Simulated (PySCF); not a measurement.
germane (H4Ge), SMILES [GeH4]. Atoms are numbered in the order given.

```xyz
5

Ge     0.0000     0.0000     0.0000
H      0.8867    -0.8867    -0.8867
H     -0.8867    -0.8867     0.8867
H     -0.8867     0.8867    -0.8867
H      0.8867     0.8867     0.8867
```
Charge 0, spin multiplicity 1.

Coordinates come from a B3LYP-D3(BJ)/def2-TZVP optimisation.

Two levels are set side by side: PBE/pcSseg-1 (PySCF) and PBE0/pcSseg-1 (PySCF). GIAO shifts against GeH4 (⁷³Ge), TMS (¹H) at the same level; non-relativistic, no solvent, atoms listed together averaged. Differences are taken from unrounded values.

```json
[
 {"quantity": "δ(⁷³Ge) of Ge1 (ppm)", "PBE": "0.0"},
 {"quantity": "δ(¹H) of H2, H3, H4, H5 (ppm)", "PBE": "3.88"}
]
```

### Question
These are the PBE values. What does PBE0 give? (Estimate from the structure and the level; the computed values follow.)

### Answer

```tsv
quantity	PBE0	PBE minus PBE0
δ(⁷³Ge) of Ge1 (ppm)	0.0	0.0
δ(¹H) of H2, H3, H4, H5 (ppm)	3.88	0.00
```

On these quantities the two levels nearly agree.

Rough cost on one machine, each run with all the roots and properties that it gave: PBE0 against PBE within a factor of 2.
